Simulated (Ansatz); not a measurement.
One geometry of [BCl4]- (BCl4⁻), several levels of theory.

```yaml
crystal:
  periodic: [false, false, false]
  atoms:
    - {symbol: B, position_ang: [-0.000277, -0.000219, 0.000890]}
    - {symbol: Cl, position_ang: [0.011429, -0.018979, 1.881144]}
    - {symbol: Cl, position_ang: [1.767993, 0.011179, -0.637541]}
    - {symbol: Cl, position_ang: [-0.893406, 1.538872, -0.606692]}
    - {symbol: Cl, position_ang: [-0.885729, -1.530853, -0.637811]}
basis:
  gaussian: {orbitals: def2-TZVPD, initial_orbitals: start.molden}
total_charge: -1
hamiltonian: {xc: pbe}
correlation: {method: rpa}
scf: {omitted_lower_state_checks: [starts]}
```

The file start.molden holds the orbitals of an earlier run on this structure, at another level or in another basis.

```sh
$ ansatz run in.yaml --threads 4 --pin off --events-out ev --progress --plain --max-ram 3916MiB
```

Output, abridged:

```
Functional definition: PBE
1323 factors; integrals over basis functions are off by at most 7.8e-4 eV
mean field evaluation 1: about -50754.1499 eV, gradient 1.6e1 eV
mean field evaluation 2: about -50754.2657 eV, gradient 1.8e-1 eV
mean field evaluation 4: about -50754.2642 eV, gradient 3.5e-4 eV
mean field evaluation 8: about -50754.2642 eV, gradient 2.0e-6 eV
mean field -50754.26421886 eV, -1865.1848075673 hartree, gradient 2.5e-6 eV, S^2 0.000000; 0 other end points of the search recorded, 0 dependent functions left out
21 core orbitals not correlated: weight in the atoms' cores, before any rotation towards them, 1.000 or more for the frozen orbitals, at most 0.000 for the correlated occupied ones
reference -50692.56329031 eV, -1862.9173402652 hartree; 16, 16 occupied and 184, 184 virtual orbitals, 1323 factors
Total energy: -50731.08559617 eV, -1864.3330088944 hartree
Checks for a lower state left out: starts
```

Hardware: 4 threads of Arm Neoverse V2 on a shared host. Wall time 4.9 s.

The first input with `correlation: {method: ccsd_t}`, `output: {orbitals: {seedname: orbitals}}` and without the key `hamiltonian` (abridged; 84 s):

```
Functional definition: HF
mean field -50694.09753900 eV, -1862.9737228647 hartree, gradient 4.0e-6 eV, S^2 0.000000
21 core orbitals not correlated: weight in the atoms' cores, before any rotation towards them, 1.000 or more for the frozen orbitals, at most 0.000 for the correlated occupied ones
second order -23.81677933 eV of doubles, -0.00000000 eV of singles
cycle   1  -24.77307631 eV  change   -9.6e-1 eV  update   9.7e-2
cycle   2  -25.27937507 eV  change   -5.1e-1 eV  update   2.6e-2
cycle   3  -25.38335853 eV  change   -1.0e-1 eV  update   1.2e-2
cycle   4  -25.37538073 eV  change    8.0e-3 eV  update   2.2e-3
cycle   5  -25.37426507 eV  change    1.1e-3 eV  update   7.3e-4
cycle   6  -25.37414083 eV  change    1.2e-4 eV  update   2.0e-4
cycle   7  -25.37404238 eV  change    9.8e-5 eV  update   8.1e-5
cycle   8  -25.37403791 eV  change    4.5e-6 eV  update   2.6e-5
perturbative correction -1.20844293 eV, -0.0444094587 hartree
Total energy: -50720.68001984 eV, -1863.9506110173 hartree
Checks for a lower state left out: starts
```

As the first input, with `hamiltonian: {xc: r2scan, dispersion: d4}`, `output: {forces: true, orbitals: {seedname: orbitals}}` and without the key `correlation` (abridged; 5.5 s):

```
Functional definition: r2SCAN
mean field -50772.08400467 eV, -1865.8396726169 hartree, gradient 2.5e-5 eV, S^2 0.000000
Total energy: -50772.13724316 eV, -1865.8416290954 hartree
Atom 0 force     0.002124     0.003236    -0.008461 eV/Å
Atom 1 force    -0.003903     0.001483    -0.225456 eV/Å
Atom 2 force    -0.196869    -0.002564     0.077217 eV/Å
Atom 3 force     0.099350    -0.176830     0.076567 eV/Å
Atom 4 force     0.099298     0.174675     0.080133 eV/Å
Dipole moment:    -0.000002    -0.000277     0.000301 e Å
Checks for a lower state left out: starts
```

First input, but with `gaussian: {orbitals: 6-31G}`, `hamiltonian: {xc: hf}`, `output: {orbitals: {seedname: orbitals}}` and without the key `correlation` (abridged; 0.25 s):

```
Functional definition: HF
mean field -50688.35240295 eV, -1862.7625930090 hartree, gradient 3.2e-5 eV, S^2 0.000000
Total energy: -50688.35240295 eV, -1862.7625930090 hartree
Checks for a lower state left out: starts
```

First input, but with `hamiltonian: {xc: {name: B2PLYP}}` and without the key `correlation` (abridged; 6 s):

```
Functional definition: B2PLYP
mean field -50753.05967454 eV, -1865.1405413800 hartree, gradient 6.9e-6 eV, S^2 0.000000
21 core orbitals not correlated: weight in the atoms' cores, before any rotation towards them, 1.000 or more for the frozen orbitals, at most 0.000 for the correlated occupied ones
second order -29.14143694 eV of doubles, -0.00000000 eV of singles
Total energy: -50760.92803375 eV, -1865.4296982474 hartree
Checks for a lower state left out: starts
```

First input, but with `hamiltonian: {xc: {name: CAM-B3LYP}, dispersion: d4}`, `output: {orbitals: {seedname: orbitals}}` and without the key `correlation` (abridged; 4.4 s):

```
Functional definition: CAM-B3LYP
mean field -50776.80191479 eV, -1866.0130526159 hartree, gradient 1.1e-5 eV, S^2 0.000000
Total energy: -50777.01711085 eV, -1866.0209609255 hartree
Checks for a lower state left out: starts
```

First input, but with `hamiltonian: {xc: pbe, dispersion: d4}`, `output: {orbitals: {seedname: orbitals}}` and without the key `correlation` (abridged; 2.2 s):

```
Functional definition: PBE
mean field -50754.26423308 eV, -1865.1848080899 hartree, gradient 1.3e-5 eV, S^2 0.000000
Total energy: -50754.50918065 eV, -1865.1938097469 hartree
Checks for a lower state left out: starts
```

Geometry: B3LYP-D4/def2-SVPD.

Correlated methods freeze 21 core orbitals.
